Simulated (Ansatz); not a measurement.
Nb2(NH2)10 (Nb₂N₁₀H₂₀) was relaxed with r2SCAN-D4 (def2-SVP) in Ansatz in these states: charge +1 doublet, charge -1 doublet, neutral singlet. The geometries follow in no particular order.

In the def2 sets Nb takes a core potential; there is no spin–orbit coupling.

A:

```xyz
32

Nb   -0.2863   -0.7572    1.5357
N    -2.1921    0.0267    1.3726
N     1.7739   -0.8848    1.6663
N    -0.3886   -0.5437    3.5601
N    -0.7480   -2.7635    1.6159
N    -0.2349   -1.2277   -0.6716
Nb    0.2858    0.7537   -1.5414
N     0.3880    0.5397   -3.5654
N     0.7477    2.7592   -1.6275
N     2.1903   -0.0282   -1.3713
N    -1.7733    0.8822   -1.6641
N     0.2351    1.2261    0.6634
H    -2.4345    0.8652    0.8406
H    -3.0292   -0.3085    1.8520
H     2.4305   -0.2475    1.2109
H     2.3043   -1.5464    2.2353
H     0.3881   -0.6671    4.2103
H    -1.2229   -0.2857    4.0887
H    -0.9270   -3.2713    2.4799
H    -0.8356   -3.3981    0.8252
H     0.4658   -1.9355   -0.9050
H    -1.1350   -1.5677   -1.0190
H    -0.3884    0.6636   -4.2157
H     1.2229    0.2828   -4.0937
H     0.8356    3.3950   -0.8376
H     0.9262    3.2657   -2.4924
H     2.4338   -0.8583   -0.8269
H     3.0334    0.3229   -1.8277
H    -2.4282    0.2482   -1.2015
H    -2.3062    1.5621   -2.2084
H    -0.4661    1.9328    0.8990
H     1.1346    1.5652    1.0133
```

B:

Cartesian coordinates in Å:
```
Nb -1.2085 -1.2491 0.2954
N -0.9733 -0.6264 2.2350
N -0.6610 -1.8350 -1.5921
N -1.5379 -3.1304 0.8630
N -3.1236 -0.8176 0.0020
N -0.9995 0.9277 -0.3747
Nb 1.2088 1.2510 -0.2961
N 1.5368 3.1323 -0.8639
N 3.1240 0.8206 -0.0016
N 0.9743 0.6246 -2.2347
N 0.6609 1.8334 1.5924
N 1.0000 -0.9261 0.3736
H -0.1402 -0.6178 2.8236
H -1.7606 -0.2806 2.7882
H 0.2489 -2.1254 -1.9497
H -1.3413 -1.9036 -2.3523
H -1.5906 -3.9385 0.2421
H -1.7190 -3.4405 1.8182
H -3.8727 -1.4944 0.1542
H -3.5333 0.0623 -0.3099
H -1.3856 1.0845 -1.3089
H -1.5119 1.5712 0.2336
H 1.5885 3.9406 -0.2432
H 1.7174 3.4424 -1.8191
H 3.5340 -0.0589 0.3109
H 3.8729 1.4978 -0.1533
H 0.1407 0.6109 -2.8225
H 1.7618 0.2774 -2.7867
H -0.2502 2.1187 1.9514
H 1.3410 1.9009 2.3528
H 1.3865 -1.0829 1.3077
H 1.5123 -1.5691 -0.2353
```

C:

```xyz
32

Nb   -0.0433   -1.5333   -0.9201
N    -1.0661   -0.4014   -2.2512
N     0.4561   -2.3242    0.8757
N    -1.0673   -3.1786   -1.4346
N     1.5660   -2.0362   -2.0096
N     1.2925    0.2847   -0.4545
Nb    0.0467    1.5376    0.9217
N     1.0706    3.1823    1.4360
N    -1.5640    2.0404    2.0092
N     1.0654    0.4007    2.2512
N    -0.4554    2.3232   -0.8754
N    -1.2890   -0.2813    0.4559
H    -1.7604    0.3266   -2.1015
H    -0.7894   -0.3986   -3.2334
H     0.1408   -2.0846    1.8127
H     1.2483   -2.9635    0.9462
H    -1.0343   -4.0693   -0.9413
H    -1.6733   -3.2629   -2.2490
H     1.6281   -2.8891   -2.5635
H     2.4312   -1.5076   -2.1045
H     2.1753    0.0262   -0.0080
H     1.5502    0.8124   -1.2915
H     1.0386    4.0726    0.9420
H     1.6771    3.2662    2.2501
H    -2.4295    1.5116    2.1003
H    -1.6286    2.8931    2.5630
H     1.7497   -0.3364    2.0986
H     0.7824    0.3921    3.2315
H    -0.1503    2.0712   -1.8124
H    -1.2503    2.9591   -0.9457
H    -2.1720   -0.0236    0.0094
H    -1.5459   -0.8094    1.2928
```

Judge from the bond lengths which geometry belongs to which state (an estimate).

A is the charge -1 doublet (Nb1–Nb7 3.475 Å, Nb1–N5 2.060 Å, Nb7–N9 2.060 Å); B is the charge +1 doublet (Nb1–Nb7 3.528 Å, Nb1–N5 1.985 Å, Nb7–N9 1.985 Å); C is the neutral singlet (Nb1–Nb7 3.582 Å, Nb1–N5 2.007 Å, Nb7–N9 2.007 Å).

At r2SCAN-D4/def2-SVP the highest occupied level of the relaxed charge -1 doublet lies above zero (up to 1.83 eV). By energy differences, losing it releases 0.33 eV (each at its own geometry, to the charge 0 singlet, at PBE0-D4/def2-SVP).
